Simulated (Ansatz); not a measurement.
```yaml
crystal:
  periodic: [false, false, false]
  atoms:
    - {symbol: Cl, position_ang: [-0.970434, -1.051047, 1.663825]}
    - {symbol: C, position_ang: [-0.418543, -0.052084, 0.399216]}
    - {symbol: Ge, position_ang: [1.442631, -0.189492, 0.114188]}
    - {symbol: C, position_ang: [-1.346190, 0.286191, -0.596524]}
    - {symbol: O, position_ang: [-0.960314, 1.172901, 0.370589]}
    - {symbol: H, position_ang: [1.765124, 0.655158, -1.000671]}
    - {symbol: H, position_ang: [1.765124, 0.655158, -1.050671]}
    - {symbol: H, position_ang: [1.776630, -1.597573, -0.153708]}
    - {symbol: H, position_ang: [-2.320621, -0.071453, -0.501572]}
    - {symbol: H, position_ang: [-1.021129, 0.507448, -1.563283]}
basis:
  gaussian: {orbitals: pcseg-2}
hamiltonian: {xc: {name: B97}}
output: {forces: true}
```

```sh
$ ansatz run in.yaml --threads 4 --pin off --events-out ev --progress --plain --max-ram 10444MiB
```

Output, abridged:

```
Functional definition: B97
1382 factors; their error is unknown
mean field evaluation 1: about -72983.4970 eV, gradient 5.9e1 eV
mean field evaluation 2: about -72975.8218 eV, gradient 8.4e1 eV
mean field evaluation 4: about -72991.0731 eV, gradient 7.4e0 eV
mean field evaluation 8: about -72991.1892 eV, gradient 2.0e-1 eV
mean field evaluation 16: about -72991.4030 eV, gradient 1.1e-3 eV
a density is far from that of the atoms, so the factors are made again for it
1454 factors; integrals over basis functions are off by at most 9.3e-4 eV
mean field -72991.40443357 eV, -2682.3846375826 hartree, gradient 2.1e-5 eV, S^2 0.000000; 0 other end points of the search recorded, 0 dependent functions left out
reference -72991.40446347 eV, -2682.3846386817 hartree; 37, 37 occupied and 200, 200 virtual orbitals, 1454 factors
Total energy: -72991.40446347 eV, -2682.3846386817 hartree
Atom 0 at    -0.970434    -1.051047     1.663825 Å, force    -0.255845    -1.427501     1.628004 eV/Å
Atom 1 at    -0.418543    -0.052084     0.399216 Å, force     0.982919    -1.504287    -0.707603 eV/Å
Atom 2 at     1.442631    -0.189492     0.114188 Å, force     2.087653    -1.737938     8.972741 eV/Å
Atom 3 at    -1.346190     0.286191    -0.596524 Å, force    -1.760015    -0.391298    -1.826270 eV/Å
Atom 4 at    -0.960314     1.172901     0.370589 Å, force    -0.226779     3.929790     1.482998 eV/Å
Atom 5 at     1.765124     0.655158    -1.000671 Å, force    -0.910184    -1.502676  5733.163745 eV/Å
Atom 6 at     1.765124     0.655158    -1.050671 Å, force     1.430046     4.316334 -5739.314451 eV/Å
Atom 7 at     1.776630    -1.597573    -0.153708 Å, force    -0.039228    -1.389260    -1.634981 eV/Å
Atom 8 at    -2.320621    -0.071453    -0.501572 Å, force    -1.708615    -0.556011    -0.063039 eV/Å
Atom 9 at    -1.021129     0.507448    -1.563283 Å, force     0.400048     0.262846    -1.701145 eV/Å
Dipole moment:    -0.067214    -0.038232    -0.843359 e Å
```

In this input one atom was put on top of another. The run converged. The result belongs to that input, not to the molecule as meant.
